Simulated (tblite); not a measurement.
A tight-binding relaxation on `C=N/C=N/[SiH2]Br`.

Computed with GFN2-xTB geometry optimisation, gas phase (tblite 0.8.0). Start geometry: from a force field or distance geometry. The input is one job of a driver script: a line of settings, then coordinates in Å.

Command:
```bash
OMP_NUM_THREADS=1 python probes_run.py task.json out
```

Input:
```
{"job": {"kind": "relax", "xc": "GFN2-xTB", "basis": "xTB"}, "charge": 0, "multiplicity": 1}
C      2.673500     0.039400    -0.005000
N      1.661200    -0.001200    -0.823700
C      0.375100     0.015500    -0.191100
N     -0.666500    -0.258900    -0.951900
Si    -2.275000    -0.233700    -0.154600
Br    -2.340100     1.687500     1.022800
H      2.424100     0.099300     1.051500
H      3.652000     0.031500    -0.405100
H      0.241900     0.260800     0.853600
H     -3.334100    -0.241200    -1.179100
H     -2.406800    -1.396500     0.756600
```

Output:
```
step      E/eV     max force
  0    -502.91081    4.064
  1    -503.14341    2.681
  2    -503.24928    0.800
  3    -503.29215    0.610
  4    -503.33594    0.669
  5    -503.34917    0.401
  6    -503.35950    0.310
  7    -503.36584    0.208
  8    -503.37157    0.215
  9    -503.37895    0.252
... (75 lines left out)
 85    -503.82163    0.020
 86    -503.82166    0.016
 87    -503.82171    0.017
 88    -503.82175    0.020
 89    -503.82180    0.026
 90    -503.82188    0.036
 91    -503.82197    0.034
 92    -503.82204    0.020
 93    -503.82207    0.012
 94    -503.82208    0.008
```

«max force» is the largest atomic force in eV/Å.

From which step on does the largest force stay under 0.1 eV/Å, and how much energy is left to gain from there?

From step 66 (0.096 eV/Å), 5.0 meV above the end.

In short: energy lowered by 21.0 kcal/mol over 94 steps; largest atomic force 0.008 eV/Å at the end.

Give the final coordinates.

0.608 Å rms from the input after alignment:
```
atom  x, y, z in Å
C1     2.6672   -0.1840   -0.0622
N2     1.6207    0.3727   -0.4455
C3     0.3488    0.4433   -0.0512
N4    -0.5341   -0.4099   -0.3580
Si5   -2.2188   -0.3950   -0.1202
Br6   -2.8365    1.4088    1.0539
H7     2.7372   -0.8023    0.8329
H8     3.5714   -0.0369   -0.6386
H9     0.1250    1.4085    0.4343
H10   -2.9130   -0.2729   -1.3871
H11   -2.5624   -1.5297    0.7157
```

The run took 0.98 s of wall time on Arm Neoverse N1, one thread, on a shared host.
Labels such as C1 count atoms from 1, the log's own numbers from 0.
